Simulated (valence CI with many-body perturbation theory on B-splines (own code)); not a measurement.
**Questions on La⁴⁴⁺**

Calculated by valence CI with perturbative core correlation (CI+MBPT): three valence electrons over a frozen Dirac-Fock core [Ne], a basis of 9 s, 9 p, 8 d, 6 f, 3 g, 1 h functions for each j, with the one-electron correlation potential Σ1 (screened to all orders), the two-electron term Σ2, the three-electron term Σ3, Breit, model QED; selected single and double excitations, second order for the rest, scaled by the run's own slope (own B-spline code, finite nucleus).

No measured spectrum was set against this ion. As an estimate, large intervals hold to a few tenths of a per cent, small ones and those within an open d or f shell to about a per cent.

Levels are named by their leading jj configuration (3d3/2^4 stands for four electrons in 3d with j = 3/2), which in mixed levels can hold well under half, so a name can repeat and another be missing.

Rates and lifetimes use the calculated energies. Strong lines usually hold to 10 to 20 %, long lifetimes can be off by a factor of two.

(1) What is the ground level?

(2) Among levels below 4102.0 × 10³ cm⁻¹, which E1 lines absorb most strongly from the ground level?

(3) What are the static dipole polarisabilities of the lowest levels?

(4) What is the ionisation energy?

(5) Name the longest-lived excited levels whose lifetime is computed, and their main decay.

(6) Where does the other parity begin?

(7) How well does LS coupling describe the low levels?

Answers

(1) (3s^2 3p1/2) J=1/2, composition 99 % 3s2 3p 2P°, g = 0.656.

(2) to (3s^2 3d3/2) J=3/2 at 4.545 nm, f = 0.362; to (3s 3p1/2 3p3/2) J=1/2 at 5.296 nm, f = 0.183; to (3s 3p1/2 3p3/2) J=3/2 at 5.486 nm, f = 0.112.

(3) (3s^2 3p1/2) J=1/2 0.00989 bohr³, of which the core gives 0.000147.

(4) 3517 eV; NIST lists 3515 ± 4 eV (theoretical).

(5) (3s 3p3/2 3d5/2) J=9/2 at 3855.9 × 10³ cm⁻¹ lives 210 ns, mostly by M1 to (3s 3p1/2 3d5/2) J=7/2; (3s^2 3p3/2) J=3/2 at 857.58 × 10³ cm⁻¹ lives 177 ns, mostly by M1 to (3s^2 3p1/2) J=1/2.

(6) At (3s 3p1/2^2) J=1/2, 891.11 × 10³ cm⁻¹.

(7) Among the lowest 20 levels the leading LS term, summed over configurations, holds 67 % on average. For single configurations the figures are 64 % in LS and 91 % in jj coupling. Terms mix most in the J = 5/2 level at 3111.2 × 10³ cm⁻¹, where the leading one holds 37 %.
